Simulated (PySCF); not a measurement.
Si(H)2(Me)(nPr), C4H12Si, SMILES CCC[SiH2]C, GFN2-xTB optimised geometry.

```
17

Si    -0.45     0.75     0.00
C     -1.09    -0.14     1.55
C     -1.09    -0.12    -1.57
C     -0.64    -1.57    -1.69
C     -1.15    -2.22    -2.98
H     -0.94     2.14     0.00
H      1.02     0.75     0.00
H     -2.17    -0.22     1.55
H     -0.79     0.38     2.45
H     -0.69    -1.15     1.62
H     -0.75     0.43    -2.45
H     -2.18    -0.08    -1.60
H     -1.02    -2.14    -0.84
H      0.45    -1.62    -1.67
H     -2.24    -2.20    -3.01
H     -0.77    -1.68    -3.85
H     -0.82    -3.25    -3.05
```

Density from CAM-B3LYP/def2-SVP in PySCF at that geometry.

Minimum of the electron density along straight lines between bonded atoms, close to the bond critical point (lines longer than 1.1 times the sum of covalent radii, or with two minima, are not listed):

```csv
bond,length / Å,ρ at the minimum / e bohr⁻³,∇²ρ there / e bohr⁻⁵,position (fraction from the first atom)
Si1–C2,1.899,0.111,0.31,0.38
Si1–C3,1.905,0.113,0.31,0.38
C3–C4,1.527,0.243,-0.55,0.50
C4–C5,1.525,0.246,-0.57,0.50
Si1–H6,1.470,0.116,0.33,0.49
Si1–H7,1.470,0.116,0.33,0.49
C2–H8,1.087,0.272,-0.98,0.63
C2–H9,1.086,0.272,-0.99,0.63
C2–H10,1.086,0.272,-0.98,0.63
C3–H11,1.092,0.271,-0.96,0.62
C3–H12,1.092,0.271,-0.96,0.62
C4–H13,1.092,0.277,-1.01,0.62
C4–H14,1.092,0.277,-1.01,0.62
C5–H15,1.088,0.276,-1.02,0.63
C5–H16,1.088,0.276,-1.02,0.63
C5–H17,1.088,0.276,-1.02,0.63
```
